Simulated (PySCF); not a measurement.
H3S, SMILES [SH3+], charge +1. The structure is a stationary point at B3LYP-D3(BJ)/def2-TZVPD. The isomer is the one that the SMILES or the coordinates give; other isomers of the formula were not compared.

TDA-PBE0/def2-TZVPD run with PySCF puts the lowest singlet excitations at 9.60, 9.60, 10.55, 11.57, 12.51, 12.51 eV and the lowest triplet (TDA) at 7.77 eV.

Task: What are the lowest singlet roots from EOM-CCSD/aug-cc-pVDZ (PySCF)? (An estimate is asked for; the answer gives what the named calculation found.)

Result: 10.00, 10.00, 10.66, 12.28, 13.16, 13.16 eV; triplets 8.34, 8.34, 9.82 eV. S1 differs by 0.41 eV (second minus first; roots are paired by order, and the bases may differ).
